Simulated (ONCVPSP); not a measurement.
## Transferability test, ONCV potential for P

```json
{
 "Element": "P (Z = 15)",
 "Generator": "ONCVPSP 4.0.1",
 "Type": "optimised norm-conserving Vanderbilt (ONCV)",
 "Functional": "PBE",
 "Relativity": "scalar-relativistic",
 "Frozen core": "[Ne]",
 "Valence charge": "5",
 "Reference configuration": "3s1.75 3p3.25",
 "Partial waves": "3s: rc 1.25 bohr, ncon 4, nbas 8, qcut 5.6 1/bohr, 2 projectors, debl 2.1 Ha; 3p: rc 1.75 bohr, ncon 3, nbas 7, qcut 4.9 1/bohr, 3 projectors, debl 2.6 Ha",
 "Local potential": "polynomial inside 0.95 bohr (lpopt 5, dvloc0 4 Ha)",
 "Core correction": "Teter function, fcfact 4.75, rcfact 1.25"
}
```

Energies are relative to the spin-unpolarised reference configuration 3s1.75 3p3.25; without spin polarisation the order of configurations can differ from experiment.

```tsv
valence configuration	charge	ΔE all-electron (eV)	error AE − PS (meV)
3s2 3p3	0	-2.120	+0.1
3s2 3p2	+1	7.609	+0.4
3s2 3p1	+2	26.756	+6.4
```

Task: What are ΔE and the potential's error for 3s2 3p0?

Result: ΔE = 56.495 eV all-electron; the error (AE − PS) is +33 meV.

Note: ghosts flagged at negative energy: s at -145.5 eV; no localised positive-energy state flagged. A true bound ghost makes a file unfit for plane-wave use.
